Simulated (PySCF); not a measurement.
Computed shifts of a molecule C4H9N, B3LYP/pcSseg-1 (PySCF), GIAO, gas phase, equivalent atoms averaged, in ppm (number of nuclei): ¹³C: 164.7 (1), 64.3 (1), 27.6 (1), 21.6 (1). ¹⁵N: 396.8 (1). ¹H: 7.88 (1), 4.10 (1), 3.13 (1), 2.23 (3), 1.51 (3). References: ¹³C against TMS (σ = 181.3 ppm); ¹⁵N against NH3 (σ = 265.5 ppm); ¹H against TMS (σ = 31.68 ppm), references at their B3LYP-D3(BJ)/def2-TZVP geometries, non-relativistic. The structure is a stationary point at PBE0-D3(BJ)/def2-SVP. The values are those of a single conformer.

Problem. Which molecule gave these data?
(A) C/C=C/CN
(B) C=CCCN
(C) C/C=N/CC
(D) C=CCNC

Solution. C, C/C=N/CC
